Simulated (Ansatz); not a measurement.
A nudged elastic band was laid between two geometries of BBrF2 + H4Si (9 atoms, charge 0, multiplicity 1).

All numbers below come from RKS B3LYP-D4/def2-SVP in Ansatz 0.2.0.

```yaml
movable_images: 4
climbing_image: no
spring: 5.0 eV/Å²
optimiser: quadratic models (default)
start_path: through a guess of the saddle point
force_threshold: 0.05 eV/Å
iteration_limit: 60
end_points: relaxed
```

First end point:

```xyz
9
Properties=species:S:1:pos:R:3
B -1.499 -0.797 -1.086
Br -0.901 -0.769 -2.901
F -1.655 -1.933 -0.449
F -1.778 0.327 -0.460
H 1.068 -0.440 -0.044
Si 1.164 0.640 0.983
H 2.540 0.635 1.557
H 0.169 0.381 2.060
H 0.891 1.955 0.339
```

Last end point:

```xyz
9
Properties=species:S:1:pos:R:3
B -1.174 -0.319 0.164
Br 0.599 -0.391 -2.646
F -1.212 -1.644 0.155
F -2.232 0.301 -0.335
H 1.306 -1.462 -2.018
Si 0.385 0.692 0.998
H 1.641 -0.102 0.869
H 0.120 0.900 2.456
H 0.567 2.025 0.357
```

(1) What changes between the two ends?

(2) Give the energies along the band, and the barrier.

(3) What is the geometry of the highest image?

Answers

(1) Bonds broken: B1–Br2, H5–Si6. Bonds formed: B1–Si6, Br2–H5. BBrF2 + H4Si becomes BF2H3Si + BrH.

(2) The run converged. The highest image is number 2 of 0 to 5, 0.96 eV above the first end and 0.08 eV above the last; the last end lies 0.88 eV above the first. The profile has 2 maxima (images 2, 4) with wells between them (image 3): this band takes more than one step, which may be the mechanism or a detour left from its start path. No image climbed, so the highest image needn't sit at the top of the path. A band with more images between the same ends climbed to 1.89 eV, so this one has probably stepped over the top. The orbitals stay closed-shell, which can raise the energy where a bond breaks towards radicals; this wasn't checked here.

```tsv
image	path coordinate (Å)	energy (eV)	B1–Br2 (Å)	H5–Si6 (Å)	B1–Si6 (Å)
0	0.00	0.00	1.91	1.49	3.67
1	2.83	0.01	1.91	1.49	3.61
2	5.66	0.96	2.06	1.65	2.59
3	8.48	0.89	3.43	4.23	2.04
4	11.31	0.92	3.39	3.82	2.04
5	14.13	0.88	3.32	3.82	2.04
```

(3) 
```xyz
9
Properties=species:S:1:pos:R:3
B -0.785 -0.770 -0.765
Br -0.700 0.241 -2.554
F 0.101 -1.761 -0.559
F -1.971 -0.906 -0.169
H -0.438 0.529 -0.320
Si 0.701 0.586 0.869
H 1.018 -0.514 1.833
H 0.185 1.742 1.637
H 1.890 0.854 0.029
```

Run time: 8.1 min on 2 threads of Arm Neoverse V1, on a shared host, peak memory 0.28 GiB.
